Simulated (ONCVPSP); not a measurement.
Building the ONCV potential for oxygen (O) (PBE, scalar-relativistic).

| Quantity | Value |
| --- | --- |
| Element | O |
| Generator | ONCVPSP 4.0.1 |
| Type | optimised norm-conserving Vanderbilt (ONCV) |
| Functional | PBE |
| Relativity | scalar-relativistic |
| Frozen core | [He] |
| Valence charge | 6 |
| Reference configuration | 2s1.75 2p4.25 |
| Partial waves | 2s: rc 0.75 bohr, ncon 4, nbas 8, qcut 9.9 1/bohr, 2 projectors, debl 4 Ha; 2p: rc 1.90 bohr, ncon 4, nbas 8, qcut 5.8 1/bohr, 2 projectors, debl 3.6 Ha |
| Local potential | polynomial inside 0.50 bohr (lpopt 5, dvloc0 6 Ha) |
| Core correction | none |

- Cutoffs needed: 42 Ha and 69 Ha (the cutoffs (Ha) at which the residual kinetic energy of the hardest occupied pseudo-wave falls to 1 and 0.1 mHa per electron)
- Ghost test: no bound ghost flagged; no localised positive-energy state flagged
- Largest excitation error: +1050 meV (all-electron minus pseudo) for 2s2 2p2, out of 4 test configurations
